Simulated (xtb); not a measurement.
Harmonic IR lines of one isomer of CH$_{4}$B$_{2}$O, unscaled. These are xtb 6.7.1 with GFN2-xTB values and carry that method's errors.

wavenumber (cm⁻¹): 218 (m), 427 (w), 529 (m), 540 (vw), 815 (m), 1047 (m), 1148 (w), 1471 (w), 1713 (vs), 2783 (s), 2934 (m), 2961 (m), 2973 (m)

Question: Which structure gives these lines?
(A) `B=BOC`
(B) `CBB=O`
(C) `C=BBO`
(D) `B=BCO`

Answer: A, `B=BOC`
